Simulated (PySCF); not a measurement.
Gas-phase equilibrium of 1 mol SnCl₄, 0.32 mol H₂O at 1600 K and 0.00100 bar, among 27 species (ClO, SnCl₄, O₂, HCl, O, SnH₂, HO₂, SnO, SnHCl₃, SnCl₃, H₂O, H, HOCl, H₂O₂, O₃, H₂, SnH₄, SnCl₂, SnH₂Cl₂, Cl, Cl₂, SnO₂, SnH₃Cl, Sn₂O₂, SnHCl, Sn(OH)₂, OH). Only gases are allowed; each row takes one source of thermochemistry for all species, and Cantera finds the minimum.

Energies from PySCF, thermal terms from the rigid-rotor harmonic-oscillator model, ideal gas at 1 bar. † marks an energy on the PBE0/def2-TZVP geometry and frequencies; other levels use their own. Open shells (unrestricted) among the columns below: O₂ (multiplicity 3), Cl (multiplicity 2, electronic degeneracy 6); the rest are closed-shell singlets. Spin-orbit splitting is ignored; it lowers the true energy and changes the entropy of Cl. Sn: scalar-relativistic def2 core potential, no spin-orbit coupling. The harmonic model lacks anharmonicity and excited electronic states, which grow with temperature; levels with a mode under 35 cm⁻¹ are left out. Soft modes under 120 cm⁻¹ make the harmonic entropy rough for SnCl₂.

Molecules larger than those listed are left out. Also missing: (SnO)n, which can matter at low temperature or high pressure.

With BLYP/def2-TZVP† thermochemistry: Cl 0.42, SnCl₂ 0.31, HCl 0.20, Cl₂ 0.0077, O₂ 0.049, SnO 0.0036.

Task: How far does the composition move with the other sources (PBE/def2-TZVP†, PBE0/def2-QZVP†, PBE0/def2-TZVP, LDA/def2-TZVP†, ωB97M-V/def2-TZVP†)?

Result: 
```
thermochemistry      x Cl  x SnCl₂  x HCl   x Cl₂   x O₂    x SnO
------------------  -----  -------  -----  ------  -----  -------
BLYP/def2-TZVP†      0.42     0.31   0.20  0.0077  0.049   0.0036
PBE/def2-TZVP†       0.34     0.33   0.21   0.059  0.053  0.00016
PBE0/def2-QZVP†      0.41     0.32   0.21   0.015  0.051   6.0e-5
PBE0/def2-TZVP       0.41     0.32   0.20   0.013  0.051   4.5e-5
LDA/def2-TZVP†      0.044     0.39   0.25    0.25  0.063   4.2e-5
ωB97M-V/def2-TZVP†   0.40     0.32   0.21   0.018  0.051   7.7e-5
```
The most sensitive of these is SnO: it spans a factor of 10^1.9 over these rows; at this temperature one factor of ten is RT ln 10 = 31 kJ/mol.
